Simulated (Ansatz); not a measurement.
Stepwise reaction of `C[O][Al]([Cl])[O]C` with hydrogen fluoride, as a gas-phase model of exchange steps in deposition or etching. ΔE in kJ/mol.

Computed with Ansatz on PBE0-D4/def2-TZVP structures; ΔE is electronic, products minus reactants. CCSD(T)/CBS adds triple-zeta CCSD(T) − MP2 to the extrapolated MP2 energy (def2 sets, frozen cores). This one scheme is used for every species. Functionals use def2-TZVPP. B3LYP here is the variant with VWN-RPA as its local correlation; programs differ in this. Each species was taken in one conformer, which may not be the lowest.

```tsv
step	reaction	PBE-D4	B3LYP-D4	ωB97M-V	CCSD(T)/CBS
1	`C[O][Al]([Cl])[O]C` + H–F → `C[O][Al]([F])[Cl]` + CH₃OH	-46.9	-46.4	-48.0	-46.5
```

(1) Give the row of step 2, `C[O][Al]([F])[Cl]` + H–F → `[F][Al]([F])[Cl]` + CH₃OH. (Best estimate.)

(2) By hand: ΔE of the 2 steps together at CCSD(T)/CBS.

## Answers

(1) Ansatz gave: 
| step | reaction | PBE-D4 | B3LYP-D4 | ωB97M-V | CCSD(T)/CBS |
| --- | --- | --- | --- | --- | --- |
| 2 | `C[O][Al]([F])[Cl]` + H–F → `[F][Al]([F])[Cl]` + CH₃OH | -42.6 | -41.9 | -43.6 | -42.4 |

(2) (-46.5) + (-42.4) = -88.9 kJ/mol, or -44.5 kJ/mol a step.

In ΔE the steps differ by no more than 4.1 kJ/mol. All are downhill at CCSD(T)/CBS. PBE-D4 differs from CCSD(T)/CBS by -0.4 to -0.2 kJ/mol a step. Isolated molecules leave out the surface, adducts and barriers. Largest T1 diagnostic: 0.012.
